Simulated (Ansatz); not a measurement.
In7Sb6F3, relaxed as a singlet with RKS PBE-D4/def2-SVP in Ansatz, starting from the GFN1-xTB geometry. Force threshold 0.03 eV/Å.

In the def2 sets In, Sb take a core potential; there is no spin–orbit coupling. The restricted singlet is unstable towards broken spin symmetry in Hartree–Fock (as tested in another run); at PBE-D4/def2-SVP this wasn't settled.

Start:

```xyz
16

Sb   -0.710    3.229    1.738
Sb   -0.198   -1.784    2.987
Sb   -2.463   -2.214    1.368
Sb    0.977   -0.164   -3.231
Sb   -0.695    4.588   -0.489
Sb    3.036   -0.749   -1.622
In   -1.407    0.439    1.268
In    1.356    1.144    0.412
In   -0.070   -3.977    0.867
In    1.896   -1.781    0.898
In   -0.108    2.175   -1.897
In    0.596   -2.737   -1.802
In   -1.847   -1.070   -1.485
F     1.513    2.699    2.227
F    -1.934    1.220   -1.063
F     0.059   -1.020   -0.177
```

```csv
step,energy (eV),largest force component (eV/Å),SCF passes
1,-83595.9017,1.633,42
2,-83597.0122,0.462,32
3,-83597.4013,0.286,31
4,-83597.6245,0.238,32
5,-83597.7815,0.138,31
6,-83597.8378,0.181,31
7,-83597.8733,0.244,31
8,-83597.9301,0.284,25
9,-83597.9573,0.535,32
10,-83598.0089,0.331,25
11 (rejected),-83597.9601,0.681,32
12,-83598.0550,0.153,26
13,-83598.0874,0.119,26
14,-83598.1286,0.109,26
15,-83598.1768,0.123,25
16,-83598.2118,0.139,25
17,-83598.2240,0.106,26
18 (rejected),-83598.2204,0.119,26
19,-83598.2393,0.041,25
20,-83598.2406,0.036,27
21,-83598.2413,0.021,27
```

Force components are those of the run's own axes.

End:

```xyz
16

Sb   -0.941    3.602    1.774
Sb    0.411   -1.430    2.722
Sb   -2.464   -1.665    2.336
Sb    1.878    0.483   -3.095
Sb   -0.974    4.592   -0.775
Sb    3.530   -0.620   -1.164
In   -1.340    0.774    1.457
In    1.758    1.212    0.784
In   -0.971   -4.077    0.990
In    1.604   -2.254    0.208
In    0.045    2.131   -1.559
In    1.016   -2.495   -3.003
In   -2.672   -1.467   -1.068
F     1.099    3.021    2.209
F    -1.524    0.550   -0.821
F    -0.455   -2.359   -0.994
```

Bonds lost: Sb1–In8, Sb6–In12, In9–In12 (atoms count from 1). Metal–metal contacts that move far: In12–In13 2.97 to 4.29 Å, In8–In10 3.01 to 3.52 Å.

No frequencies were taken in this run, so the end may be a saddle point.

It took 1.9 min on 2 threads of AMD EPYC 7R13 on a shared host and a share (18 GiB) of an NVIDIA H100 80GB HBM3, peak host memory 1.1 GiB.
